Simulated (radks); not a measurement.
Results of a calculation; reference values are marked as such.
These are the eigenvalues of the occupied orbitals of an atom or ion with whole-number occupations (eV). Level of theory: scalar-relativistic Kohn-Sham, PBEsol, spin-polarised, spherical densities, point nucleus (a radial shooting solver on a logarithmic mesh with Libxc functionals).

orbital  eigenvalue
1s up       -7.3914

Which element is it, and in what charge state? The configuration may be excited. Open shells, if any, are filled with parallel spins first.

Answer. Z = 1, hydrogen, charge 0: H in 1s1. The 1s level, -0.27163 hartree, gives Z - s = 0.7 by -(Z - s)^2/2, which with screening and relativity narrows Z to a few neighbours, and with so few levels the electron count can be read from the list.
